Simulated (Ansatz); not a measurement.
Geometry optimisation, RHF/def2-SVP in Ansatz.

Input:

```yaml
crystal:
  periodic: [false, false, false]
  atoms:
    - { symbol: Si, position_ang: [-0.2624, 1.2943, 0.4576] }
    - { symbol: O, position_ang: [0.1103, -0.6649, -0.0626] }
    - { symbol: C, position_ang: [0.4276, -1.7948, 0.7066] }
    - { symbol: C, position_ang: [-0.3437, 1.2879, -1.3847] }
    - { symbol: H, position_ang: [-0.0744, -0.063, -1.1926] }
    - { symbol: H, position_ang: [-1.4405, 1.2319, 1.3145] }
    - { symbol: H, position_ang: [0.9118, 1.7252, 1.2096] }
    - { symbol: H, position_ang: [-0.0193, -1.7153, 1.701] }
    - { symbol: H, position_ang: [1.5136, -1.8998, 0.8121] }
    - { symbol: H, position_ang: [0.03, -2.6871, 0.2145] }
    - { symbol: H, position_ang: [-1.2974, 1.4841, -1.8562] }
    - { symbol: H, position_ang: [0.4444, 1.8015, -1.9199] }
basis:
  gaussian: { orbitals: def2-SVP }
hamiltonian:
  xc: hf
relax:
  f_tol: 0.15
  max_steps: 25
  restrain:
    - { distance: [4, 1], at: 0.97, k: 30.0 }
    - { distance: [0, 1], at: 3.07, k: 30.0 }
    - { distance: [4, 3], at: 2.37, k: 30.0 }
```

Launched with:

```bash
$ ansatz run input.yaml --threads 2 --pin off --max-ram 3072MiB --backend cpu --events-out ev --progress --plain --runs-dir out
```

**Question.** Where does it end, and by what steps?

**Answer.** It converged. The restraints hold the end off the free minimum. After 12 steps the energy has fallen by 0.419 eV (the restraints' own energy left out); H5 moved furthest, 1.05 Å. Parted: Si1–O2. Joined: O2–H5.

| step | energy less start (eV) | largest force component (eV/Å) | accepted |
| --- | --- | --- | --- |
| 0 | 0.0000 | 3.597 | yes |
| 1 | 1.5095 | 5.003 | yes |
| 2 | 1.4282 | 4.493 | yes |
| 3 | 1.3106 | 2.723 | yes |
| 4 | 0.9318 | 3.429 | yes |
| 5 | 0.5728 | 1.798 | yes |
| 6 | 0.2642 | 1.489 | yes |
| 7 | -0.0695 | 1.513 | yes |
| 8 | -0.3137 | 1.066 | yes |
| 9 | -0.3954 | 0.556 | yes |
| 10 | -0.4121 | 0.572 | yes |
| 11 | -0.4170 | 0.514 | yes |
| 12 | -0.4194 | 0.431 | yes |

```xyz
12
Properties=species:S:1:pos:R:3
Si -0.361 2.016 0.326
O -0.405 -1.050 0.520
C 0.486 -2.118 0.560
C -0.286 1.593 -1.315
H -0.311 -0.555 -0.293
H -1.610 2.055 1.096
H 0.836 2.341 1.115
H 0.364 -2.626 1.515
H 1.528 -1.794 0.479
H 0.290 -2.845 -0.233
H -1.175 1.382 -1.900
H 0.645 1.601 -1.871
```

Time of the run: 28 s on 2 threads of Arm Neoverse N1, on a shared host, peak memory 0.18 GiB.
